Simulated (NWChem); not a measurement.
System: PbHOBr, singlet; SMILES [OH][Pb][Br]

```xyz
4

Pb     0.2196     0.6916     0.0000
Br    -0.0342    -1.9289     0.0000
O     -1.8456     1.0948     0.0000
H     -2.0444     2.0403     0.0000
```
Atoms are numbered in this order, from 1.

All runs: NWChem. Low-valent species are run as closed-shell singlets; no triplet was tried in these runs. All runs use the structure optimised with PBE0/def2-SVP. def2 effective core potentials on Pb; no spin-orbit coupling. Vertical excitations in the gas phase.

Problem. Predict the results for B3LYP/def2-SVP, full TDDFT. Quantities: lowest excitation, singlet (eV); oscillator strength of that lowest state; orbital gap (eV).

Solution. 
| Item | Value |
|---|---|
| lowest excitation, singlet (eV) | 3.37 |
| oscillator strength of that lowest state | 0.007 |
| orbital gap (eV) | 4.33 |
